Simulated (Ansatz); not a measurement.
Ideal-gas functions of CH5BrOSi (`OC([SiH3])Br`) at 298.15 K and 1 bar, from an Ansatz frequency run at PBE0-D4/def2-TZVP.

Molar mass 141.04 g/mol, point group C1 (symmetry number 1), electronic degeneracy 1, moments of inertia 91.473, 251.258, 325.705 u Å². Harmonic wavenumbers (cm⁻¹, unscaled): 141, 165, 267, 298, 423, 486, 626, 672, 746, 910, 933, 942, 1095, 1163, 1250, 1404, 2226, 2255, 2267, 3080, 3815.

Use S(trans) = R[1.5 ln M + 2.5 ln T − 1.1517]; rotational temperatures θ = 24.2544 K / I; S(rot) = R[ln(√π/σ · √(T³/θAθBθC)) + 1.5]; for each mode x = 1.438777 ν̃/T, S = R[x/(eˣ − 1) − ln(1 − e⁻ˣ)] and H = RT x/(eˣ − 1); 1 cm⁻¹ = 0.0119627 kJ/mol; R = 8.31446 J/(mol·K).

Task: By hand: the entropy, in J/(mol·K).

Result: Translation 170.6. Rotation: θ = 0.2652, 0.0965, 0.0745 K, giving 114.3. Vibration, mode by mode: 11.67, 10.43, 6.76, 5.98, 3.69, 2.90, 1.70, 1.43, 1.07, 0.56, 0.51, 0.49, 0.27, 0.20, 0.14, 0.07, 0.00, 0.00, 0.00, 0.00, 0.00, in all 47.9. Electronic 0.0. Sum 332.8 J/(mol·K).

Task: By hand: H − E and G − E in kJ/mol, counted from the electronic energy.

Result: Zero-point energy ½ × 25164 × 0.0119627 = 150.5; thermal vibration 8.6; translation, rotation and pV give 4 RT = 9.9. H − E = 169.0 kJ/mol, and G − E = 169.0 − 298.15 × 332.8/1000 = 69.8 kJ/mol.

Vibration gives 14 % of the entropy, 11.7 J/(mol·K) of it from the mode under 150 cm⁻¹: soft modes count most, and the harmonic formula is weakest for them. The sum counts one conformer and one mirror image; others add a mixing term.
